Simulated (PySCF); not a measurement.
Spinor energies of Gd (gadolinium, neutral)

Start: [Xe] 4f7 5d1 6s2; 4f5/2 filled at m_j = -5/2, -3/2, -1/2, +1/2, +3/2, +5/2; 4f7/2 filled at m_j = +7/2; 5d3/2 filled at m_j = -3/2. Calculated with PySCF 2.14 in x2c-TZVPPall-2c (11s11p10d4f2g, 140 functions): generalised Hartree-Fock with the X2C-1e Hamiltonian and a Gaussian nucleus; one run each with spin-orbit coupling (SO) switched off, then screened by Boettger's factors.

```json
{"spinor shell": "1s1/2", "electrons": "2", "ε, spin-free (eV)": "-50496.5", "ε, screened SO (eV)": "-50486.9", "weight of nominal j (screened SO)": "1.000", "rms radius, screened SO (bohr)": "0.0249"}
{"spinor shell": "2s1/2", "electrons": "2", "ε, spin-free (eV)": "-8458.3", "ε, screened SO (eV)": "-8455.2", "weight of nominal j (screened SO)": "1.000", "rms radius, screened SO (bohr)": "0.101"}
{"spinor shell": "2p1/2", "electrons": "2", "ε, spin-free (eV)": "-7521.7", "ε, screened SO (eV)": "-8012.0", "weight of nominal j (screened SO)": "1.000", "rms radius, screened SO (bohr)": "0.0864"}
{"spinor shell": "2p3/2", "electrons": "4", "ε, spin-free (eV)": "-7521.7", "ε, screened SO (eV)": "-7311.5", "weight of nominal j (screened SO)": "1.000", "rms radius, screened SO (bohr)": "0.0928"}
{"spinor shell": "3s1/2", "electrons": "2", "ε, spin-free (eV)": "-1925.4", "ε, screened SO (eV)": "-1924.3", "weight of nominal j (screened SO)": "1.000", "rms radius, screened SO (bohr)": "0.260"}
{"spinor shell": "3p1/2", "electrons": "2", "ε, spin-free (eV)": "-1629.3", "ε, screened SO (eV)": "-1731.7", "weight of nominal j (screened SO)": "1.000", "rms radius, screened SO (bohr)": "0.252"}
{"spinor shell": "3p3/2", "electrons": "4", "ε, spin-free (eV)": "-1629.3", "ε, screened SO (eV)": "-1584.6", "weight of nominal j (screened SO)": "1.000", "rms radius, screened SO (bohr)": "0.265"}
{"spinor shell": "3d3/2", "electrons": "4", "ε, spin-free (eV)": "-1237.1", "ε, screened SO (eV)": "-1255.9", "weight of nominal j (screened SO)": "0.994", "rms radius, screened SO (bohr)": "0.237"}
{"spinor shell": "3d5/2", "electrons": "6", "ε, spin-free (eV)": "-1237.1", "ε, screened SO (eV)": "-1223.5", "weight of nominal j (screened SO)": "0.996", "rms radius, screened SO (bohr)": "0.241"}
{"spinor shell": "4s1/2", "electrons": "2", "ε, spin-free (eV)": "-410.74", "ε, screened SO (eV)": "-410.26", "weight of nominal j (screened SO)": "1.000", "rms radius, screened SO (bohr)": "0.588"}
{"spinor shell": "4p1/2", "electrons": "2", "ε, spin-free (eV)": "-310.46", "ε, screened SO (eV)": "-334.69", "weight of nominal j (screened SO)": "0.966", "rms radius, screened SO (bohr)": "0.605"}
{"spinor shell": "4p3/2", "electrons": "4", "ε, spin-free (eV)": "-310.46", "ε, screened SO (eV)": "-299.50", "weight of nominal j (screened SO)": "0.983", "rms radius, screened SO (bohr)": "0.633"}
{"spinor shell": "4d3/2", "electrons": "4", "ε, spin-free (eV)": "-168.42", "ε, screened SO (eV)": "-174.35", "weight of nominal j (screened SO)": "0.725", "rms radius, screened SO (bohr)": "0.684"}
{"spinor shell": "4d5/2", "electrons": "6", "ε, spin-free (eV)": "-168.42", "ε, screened SO (eV)": "-163.92", "weight of nominal j (screened SO)": "0.817", "rms radius, screened SO (bohr)": "0.690"}
{"spinor shell": "5s1/2", "electrons": "2", "ε, spin-free (eV)": "-60.584", "ε, screened SO (eV)": "-60.325", "weight of nominal j (screened SO)": "1.000", "rms radius, screened SO (bohr)": "1.44"}
{"spinor shell": "5p1/2", "electrons": "2", "ε, spin-free (eV)": "-33.547", "ε, screened SO (eV)": "-37.819", "weight of nominal j (screened SO)": "0.870", "rms radius, screened SO (bohr)": "1.62"}
{"spinor shell": "5p3/2", "electrons": "4", "ε, spin-free (eV)": "-33.547", "ε, screened SO (eV)": "-31.327", "weight of nominal j (screened SO)": "0.935", "rms radius, screened SO (bohr)": "1.72"}
{"spinor shell": "4f5/2", "electrons": "6", "ε, spin-free (eV)": "-22.726", "ε, screened SO (eV)": "-22.510", "weight of nominal j (screened SO)": "0.554", "rms radius, screened SO (bohr)": "0.926"}
{"spinor shell": "4f7/2", "electrons": "1", "ε, spin-free (eV)": "-22.726", "ε, screened SO (eV)": "-21.844", "weight of nominal j (screened SO)": "1.000", "rms radius, screened SO (bohr)": "0.924"}
{"spinor shell": "5d3/2", "electrons": "1", "ε, spin-free (eV)": "-6.702", "ε, screened SO (eV)": "-6.726", "weight of nominal j (screened SO)": "0.924", "rms radius, screened SO (bohr)": "2.87"}
{"spinor shell": "6s1/2", "electrons": "2", "ε, spin-free (eV)": "-5.446", "ε, screened SO (eV)": "-5.450", "weight of nominal j (screened SO)": "0.927", "rms radius, screened SO (bohr)": "4.50"}
```

```json
{"quantity": "E (hartree)", "spin-free": "-11263.59225", "screened SO": "-11270.91254"}
{"quantity": "M_J", "spin-free": "2", "screened SO": "2"}
{"quantity": "⟨J²⟩", "spin-free": "10.676", "screened SO": "9.468"}
{"quantity": "⟨L²⟩", "spin-free": "6.509", "screened SO": "6.756"}
{"quantity": "⟨S²⟩", "spin-free": "20.168", "screened SO": "20.388"}
```

The determinant has a definite M_J but mixes levels of different J.

Each row is a mean over spinors that exchange with the open shell spreads, by up to 19.454 eV (4d5/2).

Rows whose weight is well below 1 are mixtures of j = l ± 1/2: exchange outweighs spin-orbit coupling there, and the label is only the starting occupation.

Breit and QED terms are absent; they matter most for the inner s and p1/2 levels.

Densities and radii are taken from the X2C orbitals without a picture-change correction, which distorts them close to the nucleus.

Without spin-orbit coupling the j labels of p, d and f shells carry no meaning; the spin-free column gives the mean over the occupied spinors of each nl shell, and its ⟨J²⟩ belongs to a mixture of degenerate components.
